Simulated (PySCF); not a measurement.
Isomers of [C9H14F]+ (charge +1), one GFN2-xTB conformer each. Single-point energies are computed at PBE0/pcSseg-1 (PySCF, gas phase, no added dispersion term), electronic only.

Problem. Rank them by PBE0/pcSseg-1 energy, lowest first (kcal/mol).
A. `[CH3:1][C+:2]([CH3:3])/[CH:4]=[CH:5]\[C:6]1([F:7])[CH2:8][CH2:9][CH2:10]1` (charge +1) with C4–C5–C6–F7 -12°, C5–C6–C8–C9 -102°, C6–C8–C9–C10 -12°, C8–C9–C10–C6 11°, C5–C6–C10–C9 105°
B. `[CH2:1]=[CH:2][C@@H:3]1[CH2:4][CH2:5][C+:6]([CH3:7])[CH2:8][C@H:9]1[F:10]` (charge +1) with C1–C2–C3–C4 -122°, C2–C3–C4–C5 -171°, C3–C4–C5–C6 49°, C4–C5–C6–C7 -165°, C5–C6–C8–C9 -58°

Solution. B (0.0), A (6.3).

As drawn, the higher has a four-membered ring, which the lower lacks. GFN2-xTB itself gives, in the same order: 0.0, 5.0. Both levels put the same isomer lowest.

Problem. Which frontier levels and rotational constants go with these structures?

Solution. 
```json
{"SMILES": "C=C[C@@H]1CC[C+](C)C[C@H]1F", "HOMO (eV, PBE0/pcSseg-1)": "-11.12", "LUMO (eV)": "-8.22", "A, B, C (MHz)": "2465, 913.1, 767.5"}
{"SMILES": "C[C+](C)/C=C\\C1(F)CCC1", "HOMO (eV, PBE0/pcSseg-1)": "-12.52", "LUMO (eV)": "-8.15", "A, B, C (MHz)": "3141, 735.5, 689.6"}
```
